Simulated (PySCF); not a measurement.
Excitation energy of Be by level of theory

Be [He] 2s2 (1S) → Be [He] 2s1 3s1 (3S), as a difference of total energies. Calculation: PySCF 2.14, in dyall-acv3z; no relativity, point nucleus. Correlated levels: valence: 1s2 frozen; virtual orbitals above 40 to 60 times the deepest correlated orbital energy dropped. The calculations carry no spin-orbit coupling.

```csv
method,excitation energy (cm⁻¹)
UHF,42934
MP2 (valence),48902
SCS-MP2 (valence),50473
CCSD (valence),51921
```

Errors of the correlated levels include the incompleteness of this basis and the frozen core.

With two correlated electrons CCSD is exact in that space.

For comparison: 52081 cm⁻¹ (measured; NIST levels).
